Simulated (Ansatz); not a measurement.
Consider the substitution at a C–O bond: `OC(O)([SiH3])[SiH3]` + H–F → `OC(F)([SiH3])[SiH3]` + H₂O.

Isolated molecules relaxed with PBE0-D4/def2-TZVP in Ansatz; ΔE leaves out vibrations. CCSD(T)/CBS is the MP2 limit (def2-TZVPP, def2-QZVPP) plus CCSD(T) − MP2 in def2-TZVPP, frozen cores. This one scheme is used for every species. Functionals use def2-TZVPP. B3LYP here is the variant with VWN-RPA as its local correlation; programs differ in this. Each species was taken in one conformer, which may not be the lowest.

```
           level  ΔE (kJ/mol)  difference from CCSD(T)/CBS
       r2SCAN-D4        -13.1                         -7.0
          B97M-V        -14.2                         -8.1
         PBE0-D4         -8.0                         -1.9
      r2SCAN0-D4        -10.2                         -4.1
    CAM-B3LYP-D4        -14.3                         -8.2
          B2PLYP        -12.0                         -5.9
        PBE-QIDH         -5.3                          0.8
          r2SCAN        -13.9                         -7.8
           B3LYP        -17.6                        -11.5
CCSD(T)/def2-SVP         -5.6                          0.5
     CCSD(T)/CBS         -6.1                            0
```

Task: What do rigid-rotor, harmonic-oscillator terms from PBE0-D4/def2-TZVP frequencies (298.15 K, 1 bar) make of the CCSD(T)/CBS value? (Estimate.)

Result: Ansatz gave: ΔZPE = 0.0 kJ/mol, ΔH = -6.0 kJ/mol, ΔS = 8 J/(mol·K), ΔG = -8.4 kJ/mol.

Largest T1 diagnostic among the species: 0.013.

In def2-TZVPP, CCSD(T) changes the Hartree–Fock value by +14.2 kJ/mol (the triples alone add +1.7 kJ/mol) and MP2 by +19.2 kJ/mol. From BLYP to BHLYP (50 % exact exchange), in def2-TZVPP and without D4, ΔE moves by +4.3 kJ/mol. Leaving LDA and LC-ωPBE aside and taking each functional with its dispersion term where it has one, the values spread over 9.0 kJ/mol, from CAM-B3LYP-D4 to PBE-QIDH. LDA lies +7.2 kJ/mol from PBE without D4.

CCSD(T)/CBS has its own doubt, a few kJ/mol and more with outer-core shells, so smaller differences from it don't rank the levels.
